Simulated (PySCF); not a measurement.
Energy of Br (bromine, neutral) between two integer charges

The 4p beta orbital of [Ar] 3d10 4s2 4p5 is emptied in steps (occupation f), with all orbitals relaxed, ending at [Ar] 3d10 4s2 4p4. All numbers are calculated (PySCF 2.14, a scalar-relativistic core potential, in aug-cc-pVDZ-PP with ECP10MDF (5s4p3d, 32 functions)). The exact energy is a straight line in f; departures are measured from the line between the end points of the same method.

```tsv
f	UHF (eV)	LDA (eV)	PBE (eV)	PBE0 (eV)	r2SCAN (eV)	LC-wPBE (eV)	BHandHLYP (eV)	wB97X (eV)	MN15 (eV)	TPSS (eV)
1	0.000	0.000	0.000	0.000	0.000	0.000	0.000	0.000	0.000	0.000
0.75	0.175	-0.859	-0.828	-0.582	-0.774	-0.060	-0.356	-0.145	-0.428	-0.808
0.5	0.224	-1.153	-1.107	-0.775	-1.018	-0.079	-0.481	-0.207	-0.566	-1.078
0.25	0.162	-0.868	-0.830	-0.580	-0.747	-0.057	-0.366	-0.170	-0.419	-0.806
0	0.000	0.000	0.000	0.000	0.000	0.000	0.000	0.000	0.000	0.000
```

```csv
method,E(f=0) − E(f=1) (eV),−ε at f=1 (eV),−ε at f=0.5 (eV)
UHF,10.750,11.727,10.714
LDA,12.038,7.490,12.014
PBE,11.770,7.372,11.765
PBE0,11.789,8.694,11.794
r2SCAN,11.858,7.704,11.930
LC-wPBE,11.839,11.518,11.847
BHandHLYP,11.755,9.881,11.730
wB97X,11.839,11.107,11.775
MN15,11.595,9.299,11.619
TPSS,11.785,7.489,11.790
```

Orbital energy along the path (eV):

```tsv
f	UHF	LDA	PBE	PBE0	r2SCAN	LC-wPBE	BHandHLYP	wB97X	MN15	TPSS
1	-11.727	-7.490	-7.372	-8.694	-7.704	-11.518	-9.881	-11.107	-9.299	-7.489
0.75	-11.187	-9.723	-9.550	-10.236	-9.824	-11.680	-10.788	-11.418	-10.466	-9.624
0.5	-10.714	-12.014	-11.765	-11.794	-11.930	-11.847	-11.730	-11.775	-11.619	-11.790
0.25	-10.294	-14.342	-13.988	-13.344	-13.924	-12.000	-12.708	-12.220	-12.741	-13.949
0	-9.918	-16.680	-16.187	-14.867	-15.747	-12.118	-13.739	-12.849	-13.770	-16.066
```

Reference removal energy between the ground levels: 11.814 eV (measured; NIST Atomic Spectra Database, ionization energies). The calculation has no spin-orbit coupling. UHF lacks correlation.
